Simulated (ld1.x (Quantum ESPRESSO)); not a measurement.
# Transferability test, PAW potential for Ag (Z = 47)

Ag, PAW, made with ld1.x (Quantum ESPRESSO) 7.5 (PBEsol, scalar-relativistic). Core [Ar] 3d10, reference 4s2 4p6 4d9 5s2 5p0. Waves: 4s (bound): rcut 1.20, rcutus 1.25 bohr; 5s (bound): rcut 1.20, rcutus 1.25 bohr; 4p (bound): rcut 1.70, rcutus 1.80 bohr; 5p (bound, empty): rcut 1.70, rcutus 1.80 bohr; 4d (bound): rcut 0.90, rcutus 1.20 bohr; 4d channel at 3 Ry: rcut 0.90, rcutus 1.20 bohr. Local part: all-electron potential smoothed inside 1.75 bohr (lloc = -2). Core correction: a·sin(br)/r model core, default radius (ld1.x builds one for every PAW set, though the input has nlcc=.false.). Augmentation charge: BESSEL, radius 0.95 bohr.

Energies are relative to the spin-unpolarised reference configuration 4s2 4p6 4d9 5s2 5p0; without spin polarisation the order of configurations can differ from experiment.

| valence configuration | charge | ΔE all-electron (eV) | error AE − PS (meV) |
| --- | --- | --- | --- |
| 4s2 4p6 4d10 5s1 5p0 | 0 | -4.051 | -1.0 |
| 4s2 4p6 4d10 5s0 5p0 | +1 | 3.695 | -2.6 |
| 4s2 4p6 4d9 5s0 5p0 | +2 | 25.808 | -4.5 |
| 4s2 4p6 4d9 5s1 5p0 | +1 | 9.114 | -1.6 |
| 4s2 4p6 4d10 5s0 5p1 | 0 | -0.121 | -2.0 |

Q: What are ΔE and the potential's error for 4s2 4p6 4d7 5s0 5p0?

A: ΔE = 113.684 eV all-electron; the error (AE − PS) is -13 meV.

Q: What are ΔE and the potential's error for 4s2 4p5 4d10 5s1 5p0?

A: ΔE = 61.143 eV all-electron; the error (AE − PS) is -26 meV.

Levels in the configuration 4s2 4p6 4d10 5s0 5p1:

```csv
level,all-electron (eV),pseudo (eV)
4s,-97.003,-96.999
4p,-60.565,-60.562
4d,-9.455,-9.455
5p,-1.679,-1.679
```
